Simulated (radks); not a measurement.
Results of a calculation; reference values are marked as such.
Polarisability of the thallium ion Tl3+, [Xe] 4f14 5d10, at imaginary frequency. Code: a radial shooting solver on a logarithmic mesh with Libxc functionals. Model: non-relativistic Kohn-Sham, LDA (Slater exchange, Perdew-Wang correlation), spin-polarised, spherical densities, point nucleus; relativity is left out, which matters for an element this heavy. Response by self-consistent Sternheimer equations with the Hartree and adiabatic LDA kernel.

| w (hartree) | alpha1(iw) (bohr^3) | alpha2(iw) (bohr^5) |
|---|---|---|
| 0.00266 | 4.855 | 15.75 |
| 0.0143 | 4.854 | 15.75 |
| 0.0360 | 4.851 | 15.72 |
| 0.0697 | 4.840 | 15.63 |
| 0.118 | 4.813 | 15.42 |
| 0.186 | 4.754 | 14.96 |
| 0.280 | 4.635 | 14.14 |
| 0.413 | 4.415 | 12.86 |
| 0.605 | 4.041 | 11.15 |
| 0.892 | 3.469 | 9.174 |
| 1.35 | 2.699 | 7.052 |
| 2.12 | 1.805 | 4.829 |
| 3.59 | 0.9637 | 2.678 |
| 6.94 | 0.3783 | 1.020 |
| 17.5 | 0.09568 | 0.2016 |

Static values: alpha1 = 4.855 bohr^3 (0.7194 angstrom^3; uncoupled 7.580), alpha2 = 15.76 bohr^5, alpha3 = 69.05 bohr^7. C6 = 27.87, C8 = 393.8, triple-dipole C9 = 95.02 atomic units. One-pole (London) frequency 4 C6 / (3 alpha1^2) = 1.577 hartree, against 1.678 for minus the highest occupied eigenvalue. The dipole shielding factor is 0.963, as the force sum rule N/Z = 0.963 demands.
